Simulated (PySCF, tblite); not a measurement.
Isomers of C7H11NOSi, one GFN2-xTB conformer each. Single-point energies are computed at PBE0/pcSseg-1 (PySCF, gas phase, no added dispersion term), electronic only.

```tsv
SMILES	GFN2-xTB relative energy (kcal/mol)
C=C1C[C@](C#N)(OCC)[SiH2]1	33.3
CCC1=CC(NC=O)=C[SiH2]1	0.0
```

Conformers: `[CH2:1]=[C:2]1[CH2:3][C@:4]([C:5]#[N:6])([O:7][CH2:8][CH3:9])[SiH2:10]1` with C3–C4–O7–C8 -179°, C4–O7–C8–C9 172°; `[CH3:1][CH2:2][C:3]1=[CH:4][C:5]([NH:6][CH:7]=[O:8])=[CH:9][SiH2:10]1` with C1–C2–C3–C4 0°, C4–C5–N6–C7 0°, C5–N6–C7–O8 0°.

Task: What does PBE0/pcSseg-1 give for the same structures?

Result: 
```tsv
SMILES	PBE0/pcSseg-1 E (Eh)	PBE0/pcSseg-1 (kcal/mol)	GFN2-xTB (kcal/mol)	point group
CCC1=CC(NC=O)=C[SiH2]1	-692.16663	0.0	0.0	Cs
C=C1C[C@](C#N)(OCC)[SiH2]1	-692.09658	44.0	33.3	C1
```

Both levels put the same isomer lowest. As drawn, the lower has a C=O bond, an N–H bond and a C(=O)–N unit, which the higher lacks; the higher has a four-membered ring and a C≡N group, which the lower lacks.

Task: Which frontier levels, dipoles and rotational constants go with these structures?

Result: 
| SMILES | HOMO (eV, PBE0/pcSseg-1) | LUMO (eV) | dipole (D) | A, B, C (MHz) |
| --- | --- | --- | --- | --- |
| CCC1=CC(NC=O)=C[SiH2]1 | -6.22 | -1.42 | 2.66 | 1461, 867.7, 551.6 |
| C=C1C[C@](C#N)(OCC)[SiH2]1 | -7.42 | -1.03 | 3.47 | 1698, 786.0, 671.1 |

Task: What happens when harmonic zero-point energies from GFN2-xTB frequencies are added?

Result: 
```
                    SMILES  ZPE (kcal/mol)  electronic (kcal/mol)  with ZPE (kcal/mol)
    CCC1=CC(NC=O)=C[SiH2]1           101.0                    0.0                  0.0
C=C1C[C@](C#N)(OCC)[SiH2]1            99.7                   44.0                 42.7
```

The zero-point energies span 1.3 kcal/mol. The order is unchanged.
